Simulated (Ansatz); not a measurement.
Geometry optimisation, Ansatz, RKS PBE0/def2-SVP.

The input (input.yaml):

```yaml
crystal:
  periodic: [false, false, false]
  atoms:
    - { symbol: B, position_ang: [0.0, 0.0, 0.0] }
    - { symbol: H, position_ang: [0.0, 0.0, 1.54] }
    - { symbol: Cl, position_ang: [1.6108, 0.0, -0.93] }
    - { symbol: O, position_ang: [-1.2211, 0.0, -0.705] }
    - { symbol: H, position_ang: [-1.7308, -0.8467, -0.4965] }
    - { symbol: F, position_ang: [0.3455, 1.498, 0.5108] }
    - { symbol: H, position_ang: [0.195, 0.8453, 1.4996] }
basis:
  gaussian: { orbitals: def2-SVP }
hamiltonian:
  xc: pbe0
relax:
  f_tol: 0.15
  max_steps: 25
  restrain:
    - { distance: [0, 5], at: 2.52, k: 30.0 }
    - { distance: [6, 1], at: 1.86, k: 30.0 }
    - { distance: [0, 1], at: 1.19, k: 30.0 }
    - { distance: [6, 5], at: 0.92, k: 30.0 }
```

Launched with:

```bash
$ ansatz run input.yaml --threads 2 --pin off --max-ram 3072MiB --backend cpu --events-out ev --progress --plain --runs-dir out
```

Problem. Where does it end, and by what steps?

Solution. The forces met the threshold. The restraints hold the end off the free minimum. After 12 steps the energy has fallen by 2.628 eV (the restraints' own energy left out); F6 moved furthest, 0.73 Å. Parted: B1–F6 (1.62 → 2.52 Å). Joined: B1–H2 (1.54 → 1.20 Å), F6–H7 (1.19 → 0.92 Å).

```json
{"step": "0", "energy less start (eV)": "0.0000", "largest force component (eV/Å)": "3.660", "accepted": "yes"}
{"step": "1", "energy less start (eV)": "-0.7944", "largest force component (eV/Å)": "2.781", "accepted": "yes"}
{"step": "2", "energy less start (eV)": "-1.5634", "largest force component (eV/Å)": "2.099", "accepted": "yes"}
{"step": "3", "energy less start (eV)": "-1.9536", "largest force component (eV/Å)": "2.178", "accepted": "yes"}
{"step": "4", "energy less start (eV)": "-2.3379", "largest force component (eV/Å)": "1.553", "accepted": "yes"}
{"step": "5", "energy less start (eV)": "-2.4873", "largest force component (eV/Å)": "1.145", "accepted": "yes"}
{"step": "6", "energy less start (eV)": "-2.4200", "largest force component (eV/Å)": "2.476", "accepted": "no"}
{"step": "7", "energy less start (eV)": "-2.5701", "largest force component (eV/Å)": "0.748", "accepted": "yes"}
{"step": "8", "energy less start (eV)": "-2.6140", "largest force component (eV/Å)": "0.464", "accepted": "yes"}
{"step": "9", "energy less start (eV)": "-2.6268", "largest force component (eV/Å)": "0.294", "accepted": "yes"}
{"step": "10", "energy less start (eV)": "-2.3768", "largest force component (eV/Å)": "2.857", "accepted": "no"}
{"step": "11", "energy less start (eV)": "-2.6207", "largest force component (eV/Å)": "0.490", "accepted": "no"}
{"step": "12", "energy less start (eV)": "-2.6281", "largest force component (eV/Å)": "0.338", "accepted": "yes"}
```

```xyz
7
Properties=species:S:1:pos:R:3
B 0.066 -0.329 -0.085
H 0.075 -0.470 1.107
Cl 1.612 -0.280 -0.918
O -1.059 -0.351 -0.811
H -1.858 -0.390 -0.277
F 0.001 1.984 0.927
H 0.361 1.333 1.475
```

The run took 16 s on 2 threads of Arm Neoverse V2, with other jobs on the host, peak memory 0.16 GiB.
